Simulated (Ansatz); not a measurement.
Al4Sb4H16⁺, a cluster cut from zinc blende AlSb (hydrogen-capped). The state is a doublet with charge 1. Geometry PBE-D4/def2-SVP, that of the neutral singlet; atoms count from 1.

```xyz
24

Al    1.544   -2.469   -1.015
Al    0.460    0.554    3.002
Al   -3.013   -0.538   -0.407
Al    1.003    2.453   -1.576
Sb   -1.182   -2.422   -1.150
Sb   -2.055    0.012    2.089
Sb    2.057   -0.012   -2.089
Sb    1.183    2.423    1.148
H     2.087   -3.587   -2.023
H     1.917   -2.363    0.539
H     0.341    1.273    4.428
H     1.341   -0.746    2.691
H    -4.440   -1.249   -0.261
H    -2.711    0.755   -1.301
H    -0.556    2.352   -1.925
H     2.008    3.563   -2.142
H    -1.694   -3.901   -0.448
H    -1.599   -2.848   -2.759
H    -2.653   -1.220    3.123
H    -3.073    1.251    2.699
H     3.763    0.162   -2.026
H     1.970   -0.196   -3.793
H     2.801    2.842    1.536
H     0.498    3.910    1.662
```

In the def2 sets Sb takes a core potential; there is no spin–orbit coupling.

Estimate the Mulliken populations from the PBE0/def2-SVP orbitals of Ansatz.


```csv
atom,charge (e),spin (α − β)
Al1,0.31,0.05
Al2,0.31,0.05
Al3,0.31,0.05
Al4,0.31,0.05
Sb5,-0.03,0.23
Sb6,-0.03,0.22
Sb7,-0.03,0.23
Sb8,-0.03,0.23
H9,-0.06,-0.01
H10,-0.08,0.00
H11,-0.06,-0.01
H12,-0.08,0.00
H13,-0.06,-0.01
H14,-0.08,0.00
H15,-0.08,0.00
H16,-0.06,-0.01
H17,0.05,-0.01
H18,0.05,-0.01
H19,0.05,-0.01
H20,0.05,-0.01
H21,0.05,-0.01
H22,0.05,-0.01
H23,0.05,-0.01
H24,0.05,-0.01
```
Mulliken values depend strongly on the basis.

Where does the spin sit?

Summed by element: Al 0.20, Sb 0.91, H -0.11, of 1 unpaired in all. Largest on single atoms: Sb7 0.23, Sb5 0.23, Sb8 0.23.

And the Mayer bond orders between heavy atoms (over 0.3)?

Al1–Sb5 0.55 (2.73 Å); Al1–Sb7 0.55 (2.73 Å); Al2–Sb6 0.55 (2.73 Å); Al2–Sb8 0.55 (2.73 Å); Al3–Sb5 0.55 (2.73 Å); Al3–Sb6 0.55 (2.73 Å); Al4–Sb7 0.55 (2.73 Å); Al4–Sb8 0.55 (2.73 Å).
